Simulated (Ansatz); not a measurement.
H3AlOSi, SMILES `O[Si][AlH2]` (lower singlet) (charge 0, multiplicity 1). This singlet lies 0.45 eV below the relaxed triplet at the level frozen-core CCSD(T)/cc-pVTZ // PBE0-D3(BJ)/def2-TZVP (Ansatz, a program for electronic structure).

Cartesian coordinates (Å):
```xyz
6

O      1.9314    -0.0002     0.3528
Si     1.0977    -1.3791     0.7519
Al    -1.1188    -0.1843     0.1326
H      1.4370     0.7698     0.0411
H     -0.6651     1.2992    -0.3362
H     -2.6822    -0.5054     0.0960
```
Charge 0, spin multiplicity 1.

Frozen-core energies in 6-31g from Ansatz at a geometry from PBE0-D3(BJ)/def2-TZVP; the HF reference has <S^2> = 0.00 (restricted, and unstable towards unrestricted orbitals) and the T1 diagnostic is 0.021.

```
level    energy (Ha)
-------  -----------
HF        -607.30178
MP2       -607.50580
CCSD      -607.53138
CCSD(T)   -607.53649
```

Problem. Estimate the energies of CCSDT, CCSDT(Q) and CCSDTQ, and give each level's difference from CCSDTQ.

Solution. 
```
level     energy (Ha)  difference from CCSDTQ (mHa)
--------  -----------  ----------------------------
MP2        -607.50580                         32.26
CCSD       -607.53138                          6.68
CCSD(T)    -607.53649                          1.57
CCSDT      -607.53731                          0.75
CCSDT(Q)   -607.53813                         -0.07
CCSDTQ     -607.53806                          0.00
```
